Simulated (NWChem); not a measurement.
System: C4H2ClF; SMILES F/C=C(\C#C)Cl

Computed with NWChem. Pople sets run with spherical d functions. Geometry: optimised at B3LYP/6-31G* (spherical d).

### Question
Taking PBE/6-311G** as the yardstick, which of these has the fewest basis functions while keeping “dipole (D)” within 0.05 D of it: PBE/3-21G; PBE/STO-3G; PBE/6-31G*?

### Answer
none of them.
| level | basis functions | dipole (D) | relative time (rough) |
|---|---|---|---|
| PBE/STO-3G | 36 | 1.84 | 1 |
| PBE/3-21G | 62 | 0.79 | 1 |
| PBE/6-31G* | 92 | 0.62 | 4 |
| PBE/6-311G** | 128 | 0.48 | 6 |

The yardstick is one finite set, not the basis-set limit.
